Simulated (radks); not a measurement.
The numbers below are computed, except where a source is named.
How relativity changes the ionisation of neutral tantalum ([Xe] 4f14 5d3 6s2) to Ta+ ([Xe] 4f14 5d3 6s1). Spin-unpolarised spherical Kohn-Sham, LDA (Slater exchange, Perdew-Wang correlation), point nucleus unless stated (finite: rms radius 5.3507 fm), a radial shooting solver on a logarithmic mesh with Libxc functionals. A level marked "c x" has the speed of light scaled by that factor and shares open shells by 2j + 1; other Dirac levels either fill j = l - 1/2 first or share by 2j + 1.

level                               E(Ta) (hartree)  E(Ta+) (hartree)  IE (eV)   HOMO  <r> HOMO (bohr)
non-rel.                                -14795.8535       -14795.5739    7.609     6s            3.609
scalar-rel.                             -15595.3444       -15595.0249    8.694     5d            2.247
scalar-rel., finite nucleus             -15593.0783       -15592.7589    8.691     5d            2.247
Dirac, 2j+1 shares                      -15616.6482       -15616.3287    8.696  5d5/2            2.295
Dirac, low j first                      -15616.6869       -15616.3709    8.598  5d3/2            2.209
Dirac, 2j+1 shares, finite nucleus      -15614.3619       -15614.0424    8.693  5d5/2            2.295
Dirac, c x 0.75                         -16490.9840       -16490.6130   10.095  5d5/2            2.473
Dirac, c x 2                            -14978.8154       -14978.5276    7.833  5d5/2            2.166
Dirac, c x 3                            -14875.6401       -14875.3569    7.705  5d5/2            2.146

NIST Atomic Spectra Database: 7.550 eV (measured). The relativistic part of the total energy of Ta is -818.5 hartree (Dirac, 2j+1 shares, finite nucleus), 5.5 % of the non-relativistic value. Spin polarisation and multiplet splitting of open shells are left out at every level.

Beside tabulated values, note that relativity, absent from the non-relativistic runs, is large for the heavy elements, and spin-unpolarised runs miss the spin-polarisation part of the exchange energy of open shells.
